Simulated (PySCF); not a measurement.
He (helium, neutral) across methods

1s2, closed-shell 1S. Computed with PySCF 2.14 in aug-cc-pVDZ-DK (3s2p, 9 functions), with the spin-free X2C one-electron Hamiltonian (Gaussian nucleus).

| method | E (hartree) | mean ε 1s (eV) | Σ⟨r²⟩ (bohr²) | ⟨S²⟩ |
| --- | --- | --- | --- | --- |
| LDA | -2.8292 | -15.494 | 2.585 | 0.000 |
| PBE0 | -2.8895 | -18.193 | 2.470 | 0.000 |
| HSE06 | -2.8908 | -17.784 | 2.468 | 0.000 |
| UHF | -2.85580 | -24.956 | 2.394 | 0.000 |
| PBEsol | -2.8521 | -15.466 | 2.544 | 0.000 |
| BLYP | -2.9008 | -15.862 | 2.521 | 0.000 |
| PBE | -2.8871 | -15.724 | 2.518 | 0.000 |
| r2SCANh | -2.8985 | -17.409 | 2.443 | 0.000 |

Estimate the same row for r2SCAN.

E (hartree) = -2.8991; mean ε 1s (eV) = -16.515; Σ⟨r²⟩ (bohr²) = 2.452; ⟨S²⟩ = 0.000.
